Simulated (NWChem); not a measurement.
# SbH₃Te; SMILES [SbH2][TeH]

def2 effective core potentials on Sb, Te; no spin-orbit coupling.

Question: Give the equilibrium geometry at PBE0/def2-SVP with def2 effective core potentials on Sb, Te (NWChem) as a Z-matrix, with the point group.

Answer: point group C1; any orientation.
```
Sb
H 1 1.7171
H 1 1.7173 2 90.36
Te 1 2.7756 2 93.64 3 -93.84
H 4 1.6643 1 90.47 2 -135.43
```
